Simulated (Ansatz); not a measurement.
Geometry optimisation, RHF/def2-SVP (Ansatz).

input.yaml

```yaml
crystal:
  periodic: [false, false, false]
  atoms:
    - { symbol: Hf, position_ang: [0.112832, 0.009782, 0.007552] }
    - { symbol: Cl, position_ang: [0.218488, -0.04173, 2.493701] }
    - { symbol: "N", position_ang: [1.971407, -0.056853, -0.772233] }
    - { symbol: H, position_ang: [2.494126, -0.89666, -0.95368] }
    - { symbol: H, position_ang: [2.551082, 0.734153, -0.999211] }
    - { symbol: Cl, position_ang: [-0.839392, 2.037594, -0.867887] }
    - { symbol: "N", position_ang: [-0.766526, -1.672476, -0.69558] }
    - { symbol: H, position_ang: [-1.440288, -2.239711, -0.207563] }
    - { symbol: H, position_ang: [-0.645605, -2.054664, -1.618876] }
    - { symbol: H, position_ang: [-2.703294, 0.013624, 1.184696] }
    - { symbol: H, position_ang: [-2.244329, -0.040559, 1.726479] }
basis:
  gaussian: { orbitals: def2-SVP }
hamiltonian:
  xc: hf
relax:
  f_tol: 0.03
  max_steps: 50
output:
  orbitals: {}
```

Run as:

```bash
$ ansatz run input.yaml --threads 2 --pin off --max-ram 3072MiB --backend cpu --events-out ev --progress --plain --runs-dir out
```

**Question.** Where does it end, and by what steps?

**Answer.** It converged. The force dipped under the threshold on the way, but the program's further checks kept it going. After 21 steps the energy has fallen by 0.181 eV; H11 moved furthest, 0.83 Å.

```csv
step,energy less start (eV),largest force component (eV/Å),accepted
0,0.0000,1.170,yes
1,-0.1072,0.688,yes
2,-0.1486,0.180,yes
3,-0.1673,0.142,yes
4,-0.1699,0.289,yes
5,-0.1706,0.156,yes
6,-0.1693,0.281,no
7,-0.1771,0.041,yes
8,-0.1778,0.022,yes
9,-0.1780,0.040,yes
10,-0.1779,0.103,no
11,-0.1783,0.033,yes
12,-0.1785,0.071,yes
13,-0.1787,0.082,yes
14,-0.1792,0.026,yes
15,-0.1797,0.035,yes
16,-0.1785,0.239,no
17,-0.1800,0.056,yes
18,-0.1805,0.016,yes
19,-0.1807,0.052,yes
20,-0.1796,0.160,no
21,-0.1812,0.016,yes
```

```xyz
11
Properties=species:S:1:pos:R:3
Hf 0.354 0.018 0.002
Cl 0.565 -0.160 2.392
N 2.151 -0.088 -0.924
H 2.828 -0.825 -0.814
H 2.543 0.616 -1.529
Cl -0.652 2.091 -0.677
N -0.685 -1.595 -0.656
H -1.539 -1.950 -0.258
H -0.444 -2.164 -1.449
H -3.371 0.038 1.290
H -3.041 -0.190 1.920
```

Whether the end is a true minimum wasn't checked by a vibrational analysis.

The run took 60 s on 2 threads of AMD EPYC 7R43 64-Core Processor (Zen 3), with other jobs on the host, peak memory 0.31 GiB.
